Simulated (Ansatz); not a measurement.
Reaction (cleavage of the B–Si bond): `NB[SiH2]O` + `CNC` → `CN(C)BN` + `O[SiH3]`

Computed with Ansatz on PBE0-D4/def2-TZVP structures; ΔE is electronic, products minus reactants. CCSD(T)/CBS adds triple-zeta CCSD(T) − MP2 to the extrapolated MP2 energy (def2 sets, frozen cores). Functionals use def2-TZVPP. B3LYP here is the variant with VWN-RPA as its local correlation; programs differ in this. HSE06 is defined as in plane-wave codes. One conformer a species, not always the lowest.

Q: Is it downhill or uphill in electronic energy at CCSD(T)/CBS, and by how much? (An estimate is asked.)

A: Ansatz gave: Downhill: ΔE = -122.7 kJ/mol.

Q: What do these levels give: r2SCANh-D4, CAM-B3LYP-D4, PBE-QIDH, revPBE, r2SCAN, PBE0, B3LYP, HSE06, HF/def2-SVP, CCSD(T)/def2-SVP, HF/def2-TZVPP, CCSD/CBS(def2)? (An estimate is asked.)

A: The calculation gave: r2SCANh-D4 -122.2, CAM-B3LYP-D4 -127.4, PBE-QIDH -123.3, revPBE -102.1, r2SCAN -120.4, PBE0 -114.0, B3LYP -119.2, HSE06 -114.1, HF/def2-SVP -131.1, CCSD(T)/def2-SVP -128.0, HF/def2-TZVPP -126.9, CCSD/CBS(def2) -122.7 kJ/mol.

Q: What do rigid-rotor, harmonic-oscillator terms from PBE0-D4/def2-TZVP frequencies (298.15 K, 1 bar) make of the CCSD(T)/CBS value? (Best estimate.)

A: Ansatz gave: ΔZPE = -6.9 kJ/mol, ΔH = -129.4 kJ/mol, ΔS = -5 J/(mol·K), ΔG = -127.9 kJ/mol.

Largest T1 diagnostic among the species: 0.013.

At CCSD(T), def2-SVP lies −5.4 kJ/mol from the extrapolated value and def2-TZVPP +0.0 kJ/mol. From PBE to PBE0 (25 % exact exchange), in def2-TZVPP and without D4, ΔE moves by −5.0 kJ/mol.
